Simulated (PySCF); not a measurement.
Gas-phase thermal properties of InH3

Computed with PySCF (xtb for GFN2) and rigid-rotor harmonic-oscillator thermochemistry at 1 bar. All species are closed-shell singlets. In: scalar-relativistic def2 core potential, no spin-orbit coupling. InH3: computed as isolated molecules; such fragments, hydroxides, amides, oligomers or adducts are transient or little studied in the gas. The harmonic model lacks anharmonicity and excited electronic states, which grow with temperature; levels with a mode under 35 cm⁻¹ are left out.

| level | point group | σ | ZPE (kJ/mol) | S°298 (J/mol/K) | Cp298 (J/mol/K) | S°1000 (J/mol/K) | H1000 − H298 (kJ/mol) |
|---|---|---|---|---|---|---|---|
| GFN2-xTB | D3h | 6 | 38.0 | 229.8 | 47.5 | 303.7 | 44.7 |
| PBE/def2-SVP | D3h | 6 | 41.6 | 229.7 | 46.8 | 301.6 | 43.5 |
| PBE0/def2-TZVP | D3h | 6 | 43.6 | 229.0 | 46.2 | 299.8 | 42.8 |
σ: rotational symmetry number. Electronic degeneracy used: 1. Frequencies are unscaled.
